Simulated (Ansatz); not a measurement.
Isomers of Al5Ga (singlet), found by a short tight-binding search and relaxed with PBE-D4/def2-SVP in Ansatz.

LC-ωPBE has ω = 0.4 bohr⁻¹. Correlated methods freeze 34 core orbitals; core or outer-core shells of Ga are correlated, in sets that lack core-valence functions.

Run but left out: HF/def2-TZVPP (A: restricted singlet, unstable towards broken spin symmetry).

A: The restricted singlet is unstable towards broken spin symmetry in Hartree–Fock (as tested in another run); at PBE-D4/def2-TZVP, r2SCAN-D4/def2-TZVP, PBE0-D4/def2-TZVP, LC-ωPBE/def2-TZVP and others this wasn't settled. At CCSD(T)/def2-TZVPP T1 of the charge 0 singlet is large (up to 0.023), so the single-reference result is doubtful. At CCSD(T)/def2-TZVPP the restricted singlet (for correlated methods, its reference) is unstable: a solution with broken spin symmetry lies lower. B: The restricted singlet is unstable towards broken spin symmetry in Hartree–Fock (as tested in another run); at PBE-D4/def2-TZVP, r2SCAN-D4/def2-TZVP, PBE0-D4/def2-TZVP, LC-ωPBE/def2-TZVP and others this wasn't settled. At CCSD(T)/def2-TZVPP T1 of the charge 0 singlet is large (up to 0.036), so the single-reference result is doubtful. At CCSD(T)/def2-TZVPP the restricted singlet (for correlated methods, its reference) is unstable: a solution with broken spin symmetry lies lower.

Other spin states weren't relaxed.

A:

Cartesian coordinates in Å:
```
Al -0.671 1.043 -1.720
Al -1.242 1.372 0.826
Al -1.316 -0.995 -0.037
Al 1.232 1.005 1.594
Al 1.059 -0.959 -1.598
Ga 0.939 -1.466 0.934
```

B:

Cartesian coordinates in Å:
```
Al -1.879 0.899 -0.953
Al 1.975 0.462 1.968
Al -2.290 -1.588 -0.721
Al 0.531 1.582 -0.542
Al 2.018 -0.646 -0.340
Ga -0.355 -0.709 0.587
```

Estimate their order by electronic energy at PBE0-D4/def2-TZVP, counted from the lowest.

A (0.00) < B (0.76), in eV.

Do the other levels pick the same lowest one?

All that were run do. Energies above each level's lowest (eV):

```tsv
level	A	B
PBE-D4/def2-TZVP	0.00	0.77
r2SCAN-D4/def2-TZVP	0.00	0.75
PBE0-D4/def2-TZVP	0.00	0.76
LC-ωPBE/def2-TZVP	0.00	0.69
ωB97X-V/def2-TZVP	0.00	0.67
MP2/def2-TZVPP	0.00	1.23
CCSD/def2-TZVPP	0.00	0.60
CCSD(T)/def2-TZVPP	0.00	0.72
```
Point groups (tolerance 0.1 Å): A not assigned, B not assigned. Lower isomers may exist.
